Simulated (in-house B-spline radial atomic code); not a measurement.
Configurations of Ba⁷⁺, with energies counted from [Kr] 4d10 5s2 5p1. All numbers are computed (Dirac-Hartree-Fock, average of configuration; Fermi nucleus of rms radius 4.8378 fm) with a B-spline radial code for spherical atoms, not measured. Energies include first-order Breit, QED and recoil terms.

Occupations are held fixed; configurations that lie above the ionisation limit could autoionise.

| configuration | E - E(ref) (eV) | highest orbital | its <r> (bohr) |
| --- | --- | --- | --- |
| [Kr] 4d10 5s1 5p1 5f1 | 68.607 | 5f7/2 | 2.755 |
| [Kr] 4d10 5s1 5p1 5g1 | 79.681 | 5g7/2 | 3.328 |
| [Kr] 4d10 5s2 9f1 | 85.752 | 9f7/2 | 12.34 |
| [Kr] 4d9 5s2 5p2 | 86.361 | 5p3/2 | 1.641 |
| [Kr] 4d9 5s2 5p1 5f1 | 140.12 | 5f7/2 | 2.695 |
| [Kr] 4d9 5s2 5p1 8g1 | 173.58 | 8g7/2 | 10.47 |
| [Ar] 3d9 4s2 4p6 4d10 5s2 5p1 6g1 | 862.9 | 6g7/2 | 5.309 |

(1) Order these further configurations by energy, lowest first.
A. [Ar] 3d9 4s2 4p6 4d10 5s2 5p1 8g1
B. [Ar] 3d9 4s2 4p6 4d10 5s2 5p1 6s1
C. [Kr] 4d9 5s2 5p1 9g1
D. [Kr] 4d10 5s2 8f1
E. [Ar] 3d9 4s2 4p6 4d10 5s2 5p2

(2) How far above the reference does [Kr] 4d9 5s2 5p1 8s1 lie?

(3) How far above the reference does [Ar] 3d9 4s2 4p6 4d10 5s2 5p1 9f1 lie?

(4) How far above the reference does [Kr] 4d10 5s2 6f1 lie?

Results:

(1) D (82.125 eV), C (176.5 eV), E (785.58 eV), B (826.46 eV), A (873.71 eV).

(2) 161.78 eV; its least bound orbital is 8s1/2 with <r> = 6.404 bohr.

(3) 874.89 eV; its least bound orbital is 9f7/2 with <r> = 12.14 bohr.

(4) 67.805 eV; its least bound orbital is 6f7/2 with <r> = 4.615 bohr.
